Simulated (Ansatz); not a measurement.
Reaction (atomization): `B[C](=C)[AlH][F]` → Al• + B• + 2 C• + F• + 5 H•

Gas-phase electronic energies from Ansatz, PBE0-D4/def2-TZVP geometries. CBS: MP2 limit from def2 TZ/QZ plus the TZ coupled-cluster correction, frozen cores. This one scheme is used for every species, atoms too. Functionals use def2-TZVPP. HSE06 is defined as in plane-wave codes. Open shells (•) are unrestricted, without spin–orbit coupling. Spin–orbit coupling would lower the free atoms: a little for Al, B, C, F. One conformer a species, not always the lowest.

`B[C](=C)[AlH][F]`:

```xyz
10

B    -0.984   -0.909    0.953
C    -0.084    0.043    0.133
C    -0.003    1.322    0.553
Al    0.948   -0.400   -1.447
F     0.920   -1.934   -2.055
H    -1.129   -2.061    0.659
H    -1.558   -0.479    1.917
H     0.600    2.083    0.053
H    -0.547    1.670    1.433
H     1.837    0.667   -2.200
```

```
          level  ΔE (eV)
       PBE-QIDH    39.43
         revPBE    38.67
          HSE06    39.45
      CAM-B3LYP    39.64
    HF/def2-SVP    30.77
   MP2/def2-SVP    38.52
 MP2/def2-TZVPP    39.48
CCSD/def2-TZVPP    38.09
```

(1) What does CCSD(T)/CBS give? (Best estimate.)

Largest T1 diagnostic among the species: 0.018.

Answers

(1) Computed: +39.55 eV. The listed levels differ from it by -0.12, -0.88, -0.10, 0.09, -8.78, -1.03, -0.07, -1.46 eV.

From r2SCAN to r2SCAN0 (25 % exact exchange), in def2-TZVPP and without D4, ΔE moves by −0.57 eV: exact exchange takes away binding that semilocal exchange gives to molecules. The D4 term adds +0.31 eV with B3LYP and +0.16 eV with PBE0; it sums over pairs of atoms, weighted by their polarisabilities, and B3LYP, whose exchange is more repulsive, gets the larger term. Leaving LDA and LC-ωPBE aside and taking each functional with its dispersion term where it has one, the values, not all of them listed here, spread over 1.46 eV, from BHLYP-D4 to PBE-D4. LDA lies +4.56 eV from PBE without D4, its usual overbinding.

B3LYP here is the variant with VWN-RPA as its local correlation; programs differ in this.

For atomizations the MP2-based limit and the directly extrapolated one differ by several kJ/mol either way, and by 10 to 25 for some Ge, Se and Sn compounds, so smaller differences from it don't rank the levels.
